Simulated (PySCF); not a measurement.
Here is a job for PySCF.
```python
from pyscf import gto, scf, dft

mol = gto.M(
    atom='''
Sb    0.03902479   -0.31322280   -0.15607282
Cl    2.32544877    0.11868252   -1.11471006
Cl    0.60640938    0.40474219    1.98899331
Cl   -0.86672361    1.68460561   -0.94791198
Cl   -2.18220890   -1.26836192    0.54184720
''',
    basis='sto-3g',
    spin=1,
    verbose=4,
)

mf = dft.UKS(mol)
mf.xc = 'b3lyp'
mf.kernel()
```

Q: Give the <S^2> at the level B3LYP/STO-3G in PySCF.

A: 0.756

Q: Estimate the nuclear repulsion energy that B3LYP/STO-3G returns for this input.

A: 1003.9028 Eh

Q: What total energy does B3LYP/STO-3G give?

A: -8074.2779 Eh

Q: Predict the Mulliken (on the basis functions themselves) charges in atom order from B3LYP/STO-3G.

A: Sb1 1.03, Cl2 -0.26, Cl3 -0.25, Cl4 -0.25, Cl5 -0.26

Q: Estimate the HOMO energy that B3LYP/STO-3G returns for this input.

A: -5.71 eV

These values belong to the state on which the SCF converged, which isn't shown to be the lowest.
